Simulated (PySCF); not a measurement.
Compound: C₄H₉NSSi₂.
SMILES: `[SiH3]N([SiH3])c1ccsc1`

Torsions of this conformer, `[SiH3:1][N:2]([SiH3:3])[c:4]1[cH:5][cH:6][s:7][cH:8]1`: Si1–N2–C4–C5 -155°.

The closed-shell ground state was solved at several levels (PySCF, density fitting, gas phase, non-relativistic). Geometry: PBE0-D3(BJ)/def2-SVP; no solvent, vibrations or thermal averaging.

```csv
level,basis functions,total energy (Eh),HOMO (eV),LUMO (eV),gap (eV),dipole (D)
PBE0/pcSseg-1,202,-1189.0758,-6.24,-0.51,5.73,0.59
CAM-B3LYP/def2-SVPD,247,-1189.2352,-7.42,0.49,7.91,0.62
```

Problem. Estimate the row for wB97X-D/pcSseg-1, a basis of 202 functions; the other rows only guide the guess.

Solution. Total energy -1189.6255 Eh, HOMO -7.99 eV, LUMO 1.20 eV, gap 9.19 eV, dipole 0.63 D.

Problem. Over all these levels, which gives the widest orbital gap and which the narrowest?

Solution. wB97X-D/pcSseg-1 (range-separated hybrid) has the widest, 9.19 eV, and PBE0/pcSseg-1 (global hybrid, 25 % exact exchange) the narrowest, 5.73 eV. The two share the basis. From the narrowest to the widest the HOMO moves by -1.75 eV and the LUMO by +1.71 eV.

Problem. How far do the dipole and the HOMO energy spread over the levels?

Solution. The dipole runs from 0.59 to 0.63 D (mean 0.61 D) and the HOMO from -7.99 to -6.24 eV.

The pairwise dispersion term of wB97X-D wasn't added to the energies; at a given geometry it leaves orbitals and properties as they are.
